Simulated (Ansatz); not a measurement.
```yaml
crystal:
  periodic: [false, false, false]
  atoms:
    - {symbol: F, position_ang: [-0.342218, 1.254976, -0.058976]}
    - {symbol: B, position_ang: [0.399592, 0.236125, 0.246840]}
    - {symbol: Br, position_ang: [-0.068374, -1.555902, -0.201064]}
basis:
  gaussian: {orbitals: cc-pVDZ, final_grid: {core_spheres: 5, valence_spheres: 4, degree: 11}}
magnetization: {spin_polarized: true, initial_magnetization: 1}
hamiltonian: {xc: {name: PBE1PBE}}
accuracy: high
scf: {lower_state_search: full}
output: {forces: true}
```

```sh
$ ansatz run in.yaml --threads 4 --pin off --events-out ev --progress --plain --max-ram 10444MiB
```

Shortened log:

```
Error: YAML parse error: error: line 10 column 19: hamiltonian.xc: no functional is named "PBE1PBE"; the names, which are not case-sensitive, are SVWN5, SPW92, PBE, PBE0, PBEsol, revPBE, revPBE0, RPBE, rPW86-PBE, HSE06, wPBEh, LC-wPBE, HISS, HF, BLYP, B3LYP, B3LYP5, BHLYP, CAM-B3LYP, r2SCAN, r2SCANh, r2SCAN0, r2SCAN50, m-r2SCAN, B97, wB97, wB97X, wB97X-V, B97M-V, wB97M-V, B2PLYP, B2GP-PLYP, PBE0-DH, PBE-QIDH
 8 |   gaussian: {orbitals: cc-pVDZ, final_grid: {core_spheres: 5, valence_spheres: 4, d…
 9 | magnetization: {spin_polarized: true, initial_magnetization: 1}
10 | hamiltonian: {xc: {name: PBE1PBE}}
11 | accuracy: high
12 | scf: {lower_state_search: full}
```

(1) What is wrong with this run?

Results:

(1) The method's name isn't one that the program takes here. The program refused the input.

HSE06 is defined as in plane-wave codes.
